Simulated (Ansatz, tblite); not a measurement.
Cost and result up the ladder for Cd7S6Cl2, a halide-capped nanocrystal cut from wurtzite CdS (2 Cl on the cations) (15 atoms). The state is a singlet with charge 0. Geometry: r2SCAN-D4/def2-SVP.

Cartesian coordinates in Å:
```
S -2.421 -0.955 -4.294
Cd -2.662 0.804 -2.704
S -1.012 0.208 -0.720
Cd -1.536 2.473 0.244
S -0.610 3.738 2.016
Cd -0.537 -1.561 -2.995
S 1.716 -2.107 -2.200
Cd 1.457 -0.019 -0.649
S 2.752 0.563 1.327
Cd 0.943 1.965 2.398
Cd 1.427 -3.179 -0.063
S 1.334 -3.691 2.201
Cd 1.722 -1.353 2.674
Cl -3.350 2.876 -1.593
Cl 0.776 0.238 4.356
```

Ansatz on 2 threads of AMD EPYC 7R13 on a shared host and a share (18 GiB) of an NVIDIA H100 80GB HBM3; xTB runs through tblite on one thread. Times are rough, summed over both states, and most runs start from the orbitals of an earlier one. CAM-B3LYP-D4/def2-TZVP serves as the yardstick here, not as an exact answer. The other state is a doublet.

In the def2 sets Cd takes a core potential; there is no spin–orbit coupling. The xTB rows come from tblite. Single mean-field runs in def2-TZVP are fitted with def2-universal-jkfit.

Run but left out: PBE-D4/def2-TZVP (charge +1 doublet: an occupied level 0.00 eV above an empty one).

Raw xTB energies of ions are shifted by several eV.

```csv
level,functions,wall time,vertical IE (eV),difference from CAM-B3LYP-D4/def2-TZVP (eV)
GFN1-xTB,100,0.14 s,11.41,3.14
GFN2-xTB,100,0.17 s,12.75,4.48
CAM-B3LYP-D4/def2-TZVP,576,20 s,8.27,0.00
PBE0-D4/def2-TZVP (with forces),576,21 s,8.15,-0.12
```
